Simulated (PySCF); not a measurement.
C₃H₄O₂Si.

```xyz
10

O      0.3814    -2.2812     0.0000
C      0.1230    -1.1149     0.0000
C     -1.2585    -0.5286     0.0000
C     -1.3406     0.8110     0.0000
Si     0.4224     1.4264     0.0000
O      1.0749    -0.1460     0.0000
H     -2.0997    -1.2275     0.0000
H     -2.2931     1.3456     0.0000
H      0.8424     2.1625    -1.2215
H      0.8424     2.1625     1.2215
```
Charge 0, spin multiplicity 1.

Geometry: PBE0-D3(BJ)/def2-SVP. The structure was generated by enumeration, and PubChem lists no compound with its InChIKey, so it may never have been made.

The numbers are results of B3LYP/pcSseg-1 run with PySCF, not measurements. Non-relativistic, no solvent.

Computed absolute GIAO shielding of each atom: isotropic value and principal components (ppm):
| atom | σ(iso) | σ11 | σ22 | σ33 | span |
|---|---|---|---|---|---|
| O1 | -136.6 | -406.4 | -280.5 | 277.1 | 683.5 |
| C2 | 8.9 | -90.6 | 43.7 | 73.4 | 164.0 |
| C3 | 24.8 | -101.7 | 43.9 | 132.2 | 233.9 |
| C4 | 29.8 | -101.5 | 23.6 | 167.2 | 268.7 |
| Si5 | 349.1 | 315.6 | 318.0 | 413.6 | 98.0 |
| O6 | 149.2 | -44.5 | 237.3 | 254.6 | 299.1 |
| H7 | 24.6 | 22.2 | 23.5 | 27.9 | 5.7 |
| H8 | 24.3 | 21.4 | 25.1 | 26.3 | 4.9 |
| H9 | 26.2 | 23.3 | 24.2 | 31.1 | 7.8 |
| H10 | 26.2 | 23.3 | 24.2 | 31.1 | 7.8 |
